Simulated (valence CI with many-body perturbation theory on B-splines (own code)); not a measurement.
Results of a calculation; reference values are marked as such.
Hyperfine factors and g values of Hf XXXII

Level of theory: valence CI with perturbative core correlation (CI+MBPT): five valence electrons over a frozen Dirac-Fock core [Kr], a basis of 7 s, 7 p, 8 d, 6 f, 4 g, 1 h functions for each j, with the one-electron correlation potential Σ1 (screened to all orders), the two-electron term Σ2, the three-electron term Σ3, Breit, model QED; selected single and double excitations, second order for the rest, scaled by the run's own slope (own B-spline code, finite nucleus).

No measured spectrum was set against this ion. As an estimate, large intervals hold to a few tenths of a per cent, small ones and those within an open d or f shell to about a per cent. The list stops below the first excitations out of the core.

A/g_I is the dipole constant over the nuclear g factor μ/I (μ in nuclear magnetons, uniformly magnetised nucleus), B/Q the quadrupole constant per barn. Both hold the static response of the core; the bare values leave it out. Large factors of s and p1/2 electrons are usually good to 5 to 10 %; those of open d and f shells near neutrality can be off by tens of per cent, and small factors of p3/2, d and f electrons come from cancelling terms and can be off by a factor of two or in sign, in half-filled shells by more. B is blank for J = 1/2, where it vanishes, and for nearly pure S terms. Energies count from the lowest level.

Levels are named by their leading jj configuration (3d3/2^4 stands for four electrons in 3d with j = 3/2), which in mixed levels can hold well under half, so a name can repeat and another be missing. Letters in brackets count levels of one name in rising energy.

| Level | E (eV) | g | A/g_I (MHz) | A/g_I bare | B/Q (MHz/b) | B/Q bare |
| --- | --- | --- | --- | --- | --- | --- |
| (4d3/2^4 4d5/2) J=5/2 | 0.000 | 1.407 | 6070 | 6800 | 12500 | 12000 |
| (4d3/2^3 4d5/2^2) J=5/2 [a] | 10.543 | 1.324 | 4410 | 4960 | 6930 | 6630 |
| (4d3/2^3 4d5/2^2) J=7/2 [a] | 14.974 | 1.160 | 9130 | 9280 | 17100 | 16500 |
| (4d3/2^3 4d5/2^2) J=3/2 [a] | 15.428 | 1.206 | 11100 | 11300 | 13600 | 13000 |
| (4d3/2^3 4d5/2^2) J=11/2 | 15.879 | 1.123 | 11700 | 11800 | -500 | -560 |
| (4d3/2^3 4d5/2^2) J=9/2 | 17.252 | 1.146 | 10400 | 10600 | 16200 | 15500 |
| (4d3/2^3 4d5/2^2) J=5/2 [b] | 18.110 | 1.141 | 10800 | 10900 | 724 | 720 |
| (4d3/2^3 4d5/2^2) J=1/2 | 18.874 | 1.813 | -6640 | -4950 |  |  |
| (4d3/2^3 4d5/2^2) J=7/2 [b] | 20.043 | 1.091 | 12800 | 12800 | -17400 | -16700 |
| (4d3/2^3 4d5/2^2) J=3/2 [b] | 24.878 | 0.786 | 20900 | 20200 | -15600 | -15000 |
| (4d3/2^2 4d5/2^3) J=5/2 [a] | 25.502 | 1.261 | 4390 | 4800 | 934 | 903 |
| (4d3/2^2 4d5/2^3) J=7/2 [a] | 28.076 | 1.217 | 7790 | 8080 | -1760 | -1700 |
| (4d3/2^2 4d5/2^3) J=11/2 | 28.703 | 1.083 | 11700 | 11700 | 501 | 495 |
| (4d3/2^2 4d5/2^3) J=9/2 [a] | 29.312 | 1.147 | 9980 | 10100 | -2490 | -2410 |
| (4d3/2^2 4d5/2^3) J=1/2 [a] | 30.160 | 0.554 | 30900 | 29600 |  |  |
| (4d3/2^2 4d5/2^3) J=13/2 | 30.823 | 1.073 | 12500 | 12500 | -7.29 | 4.56 |
| (4d3/2^2 4d5/2^3) J=3/2 [a] | 31.015 | 1.190 | 9660 | 9880 | 698 | 658 |
| (4d3/2^2 4d5/2^3) J=5/2 [b] | 31.488 | 1.017 | 13900 | 13700 | -2780 | -2660 |
| (4d3/2^2 4d5/2^3) J=9/2 [b] | 33.717 | 1.109 | 11300 | 11300 | 822 | 793 |
| (4d3/2^2 4d5/2^3) J=7/2 [b] | 34.351 | 0.988 | 15400 | 15100 | -934 | -899 |
| (4d3/2^2 4d5/2^3) J=5/2 [c] | 34.822 | 1.046 | 13000 | 12900 | 2810 | 2680 |
| (4d3/2^2 4d5/2^3) J=3/2 [b] | 35.472 | 0.839 | 19300 | 18700 | 1460 | 1430 |
| (4d3/2^2 4d5/2^3) J=1/2 [b] | 37.104 | 1.810 | -7680 | -5990 |  |  |
| (4d3/2^2 4d5/2^3) J=7/2 [c] | 37.315 | 1.046 | 13800 | 13700 | 1480 | 1420 |
| (4d3/2^2 4d5/2^3) J=9/2 [c] | 40.135 | 1.105 | 11400 | 11400 | 8650 | 8350 |
| (4d3/2 4d5/2^4) J=5/2 [a] | 42.811 | 1.259 | 5670 | 6060 | -7900 | -7570 |
| (4d3/2^2 4d5/2^3) J=3/2 [c] | 45.309 | 1.179 | 9250 | 9450 | -6700 | -6470 |
| (4d3/2 4d5/2^4) J=7/2 [a] | 46.039 | 1.192 | 8610 | 8840 | -20800 | -20000 |
| (4d3/2^2 4d5/2^3) J=5/2 [d] | 46.169 | 1.136 | 8960 | 9060 | 6960 | 6720 |
| (4d3/2 4d5/2^4) J=11/2 | 47.070 | 1.070 | 12200 | 12100 | 65.6 | 154 |
| (4d3/2 4d5/2^4) J=3/2 [a] | 47.271 | 0.966 | 13400 | 13100 | -14600 | -14000 |
| (4d3/2 4d5/2^4) J=9/2 | 49.494 | 1.114 | 10800 | 10800 | -23100 | -22200 |
| (4d3/2 4d5/2^4) J=5/2 [b] | 50.999 | 1.112 | 10800 | 10900 | 2320 | 2230 |
| (4d3/2 4d5/2^4) J=7/2 [b] | 52.033 | 0.996 | 14000 | 13800 | 22200 | 21400 |
| (4d3/2 4d5/2^4) J=1/2 | 55.068 | 1.145 | -1900 | -1740 |  |  |
| (4d3/2 4d5/2^4) J=3/2 [b] | 60.469 | 0.875 | 20300 | 19800 | 21200 | 20400 |
| (4d5/2^5) J=5/2 | 64.300 | 1.153 | 8580 | 8720 | -22500 | -21600 |

Question: Take the isotope of mass number 179, with I = 9/2, μ = -0.6389 μN and Q = 3.79 b. What is the hyperfine structure of (4d3/2^3 4d5/2^2) J=5/2 [b]?

Answer: From the table A = -1540 MHz, B = 2750 MHz. Shifts from the centre of gravity in MHz: F = 2: 22400, F = 3: 17000, F = 4: 10100, F = 5: 1890, F = 6: -7140, F = 7: -16600.
